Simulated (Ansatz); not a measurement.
A run on `FC(F)(F)CO[Si](F)(F)OCC(F)(F)F` with other settings.

```yaml
crystal:
  periodic: [false, false, false]
  atoms:
    - {symbol: F, position_ang: [-1.613922, 0.872132, 1.861803]}
    - {symbol: C, position_ang: [-2.101188, 1.166869, 0.653756]}
    - {symbol: F, position_ang: [-3.257434, 1.809875, 0.817762]}
    - {symbol: F, position_ang: [-2.355485, 0.004408, 0.036268]}
    - {symbol: C, position_ang: [-1.141645, 2.016342, -0.153378]}
    - {symbol: O, position_ang: [0.076584, 1.356894, -0.324073]}
    - {symbol: Si, position_ang: [0.528476, 0.340263, -1.497496]}
    - {symbol: F, position_ang: [1.944847, 0.780151, -2.010636]}
    - {symbol: F, position_ang: [-0.464168, 0.450827, -2.715441]}
    - {symbol: O, position_ang: [0.559553, -1.196140, -1.018681]}
    - {symbol: C, position_ang: [0.613497, -1.724000, 0.272943]}
    - {symbol: C, position_ang: [2.041988, -1.788947, 0.772861]}
    - {symbol: F, position_ang: [2.596146, -0.570907, 0.806498]}
    - {symbol: F, position_ang: [2.811054, -2.559411, 0.005366]}
    - {symbol: F, position_ang: [2.062135, -2.286422, 2.013174]}
    - {symbol: H, position_ang: [-0.969724, 2.943206, 0.397217]}
    - {symbol: H, position_ang: [-1.628099, 2.250543, -1.104745]}
    - {symbol: H, position_ang: [0.215631, -2.739950, 0.253523]}
    - {symbol: H, position_ang: [0.040052, -1.130232, 0.989781]}
basis:
  gaussian: {orbitals: aug-cc-pVTZ}
hamiltonian: {xc: {name: SPW92}, pseudopotentials: {relativity: scalar}}
```

```sh
$ ansatz run in.yaml --threads 10 --pin off --events-out ev --progress --plain --max-ram 110592MiB --backend cuda --devices 0, --max-vram 75GiB
```

It prints (some lines left out):

```
Functional definition: SPW92
3464 factors; their error is unknown
mean field evaluation 1: about -37722.6620 eV, gradient 1.0e2 eV
mean field evaluation 2: about -37686.0819 eV, gradient 1.8e2 eV
mean field evaluation 4: about -37740.0804 eV, gradient 1.1e1 eV
mean field evaluation 8: about -37740.2480 eV, gradient 3.5e-1 eV
mean field evaluation 16: about -37740.1405 eV, gradient 1.6e-3 eV
mean field -37740.14050066 eV, -1386.9245822133 hartree, gradient 1.2e-5 eV, S^2 0.000000; 0 other end points of the search recorded, 0 dependent functions left out
reference -37740.14057794 eV, -1386.9245850531 hartree; 65, 65 occupied and 721, 721 virtual orbitals, 3464 factors
Total energy: -37740.14057794 eV, -1386.9245850531 hartree
Relativity: scalar
```

Hardware: 10 threads of an AMD EPYC 7R13 on a shared host and a whole NVIDIA H100 80 GB. Wall time 3.6 s, peak host memory 1.3 GiB.
